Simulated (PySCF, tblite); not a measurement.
Complex of alane and cyanoacetylene

A gas-phase complex of alane and cyanoacetylene; neutral, singlet. The structure comes from a short search (6 tight-binding starts) and was relaxed by PBE0-D3(BJ)/def2-SVPD; another way of binding may lie lower. Frequencies by PBE0-D3(BJ)/def2-SVPD show no clear imaginary mode.

Parts: 1 = alane ([AlH3]), atoms 1–4; 2 = cyanoacetylene (C#CC#N), atoms 5–9.

```xyz
9

Al   -0.032   -0.040   -0.386
H     0.379    1.263   -1.222
H     0.585   -1.446   -0.842
H    -0.398    0.147    1.162
C    -5.383   -0.705   -2.441
C    -4.258   -0.569   -2.012
C    -2.989   -0.414   -1.525
N    -1.916   -0.281   -1.112
H    -6.382   -0.827   -2.824
```
Atom numbers follow the order of the file, from 1.

Contacts between parts, classed by geometry: Al1···N8 2.034 Å (bond).

The parts are joined by the bond Al1–N8, so these are energies of forming such bonds; deforming the relaxed parts to their shape in the adduct costs 3.5 kcal/mol, which the interaction energies leave out.

Interaction energies are complex less parts, with the parts frozen as they stand in it; counterpoise-corrected, in kcal/mol (PySCF).

Question: How strongly do the parts interact, level by level?

Answer: 
| level | interaction | superposition error removed |
| --- | --- | --- |
| wB97M-D3(BJ)/def2-TZVPD | -21.06 | -0.17 |
| PBE0-D3(BJ)/def2-TZVPD | -23.54 | -0.17 |

Question: What holds them together? Decompose the wB97M-D3(BJ)/def2-TZVPD energy: frozen parts, their antisymmetrised product, then relaxation.

Answer: electrostatic -39.2, Pauli repulsion +47.2, orbital relaxation -28.0, dispersion correction -1.3 kcal/mol, which sum to the value before the counterpoise correction; the Pauli term holds the exchange-correlation of the frozen density too. Of the attraction, 57 % is electrostatic, 41 % is orbital relaxation, 2 % is dispersion correction.

The parts were also relaxed and run alone, at the levels used for the complex: shieldings by PBE0/pcSseg-2.

Question: What does binding change?

Answer: 
| property | alone | in the complex | change |
| --- | --- | --- | --- |
| shielding of Al1 (ppm) | 278.5 | 441.6 | +163.1 |
| shielding of N8 (ppm) | -42.4 | 21.9 | +64.3 |
